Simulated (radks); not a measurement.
Values are calculated unless marked as measured or tabulated.
Question: Excited configurations of Re III: one electron is placed in a higher orbital outside [Xe] 4f14 5d4. The ground configuration is [Xe] 4f14 5d5. Code: a radial shooting solver on a logarithmic mesh with Libxc functionals. Model: scalar-relativistic Kohn-Sham, PBE, spin-polarised, spherical densities, finite nucleus; open shells are filled with parallel spins first (spin-orbit coupling, left out, can overturn this in heavy ions); Fermi nuclear charge, rms radius 5.3698 fm. Excitation = E - E(ground); binding = E(ion) - E, where the ion is the core of charge +3; n* = 3/sqrt(2 binding) in atomic units, and the quantum defect is n - n*.

outer orbital  excitation (eV)  binding (eV)     n*  quantum defect  eigenvalue (eV)  <r> (bohr)
6s                       2.180        26.221  2.161           3.839          -22.273       2.607
6f                      22.634         5.766  4.608           1.392           -4.765       8.966
7s                      16.392        12.009  3.193           3.807          -10.369       5.355
7p                      18.696         9.704  3.552           3.448           -8.349       6.337
7d                      21.639         6.761  4.256           2.744           -5.739       8.568
7f                      24.360         4.040  5.505           1.495           -3.444       13.80

Estimate the row for 5f.

Answer: excitation (eV) 19.892; binding (eV) 8.509; n* 3.794; quantum defect 1.206; eigenvalue (eV) -6.586; <r> (bohr) 5.127. The Delta-SCF ionisation energy is 28.400 eV (NIST Atomic Spectra Database: 27 eV, theoretical). Self-interaction in the functional shifts the binding energies and quantum defects, so they are the method's values and not measured ones. Open shells are spherical and high-spin; term and fine-structure splittings are not resolved. Spin-orbit splitting is averaged out at the scalar-relativistic level.
